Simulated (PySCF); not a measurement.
## Basis and Hamiltonian dependence of the ionisation energy of K

K [Ar] 4s1 (2S) → K⁺ [Ar] (1S). Calculated with PySCF 2.14 from differences of total energies of unrestricted determinants, without spin-orbit coupling. Values in eV.

```csv
basis,Hamiltonian,functions,UHF,LDA,PBE0,CCSD(T) (valence and next inner shell)
def2-SVP,non-relativistic,24,3.980,4.501,4.362,n/a
6-31G*,non-relativistic,32,4.010,n/a,n/a,n/a
def2-TZVP,non-relativistic,33,4.009,n/a,n/a,n/a
x2c-TZVPall,spin-free X2C,33,4.023,n/a,n/a,n/a
def2-TZVPPD,non-relativistic,36,4.009,4.516,4.370,4.250
cc-pVTZ-X2C,spin-free X2C,43,4.023,n/a,4.383,n/a
aug-cc-pVTZ-X2C,spin-free X2C,59,4.023,4.526,4.386,n/a
def2-QZVPPD,non-relativistic,70,4.008,4.526,4.374,4.298
x2c-QZVPPall,spin-free X2C,73,4.022,4.545,4.390,4.315
aug-cc-pwCVTZ-X2C,spin-free X2C,84,4.023,4.553,4.392,4.322
"x2c-QZVPPall with one added diffuse shell each of s, p, d, f type",spin-free X2C,89,4.022,4.545,4.390,4.315
aug-cc-pVQZ-X2C,spin-free X2C,93,4.023,4.550,4.398,n/a
dyall-av3z,spin-free X2C,118,4.023,4.551,4.392,n/a
dyall-acv3z,spin-free X2C,135,4.023,n/a,n/a,n/a
```

Frozen in the all-electron rows: valence: [Ar]; valence and next inner shell: [Ne].

Non-relativistic rows lack the scalar-relativistic shift.

Reference for a calculation without spin-orbit coupling: 4.341 eV (measured, between term centres; NIST).
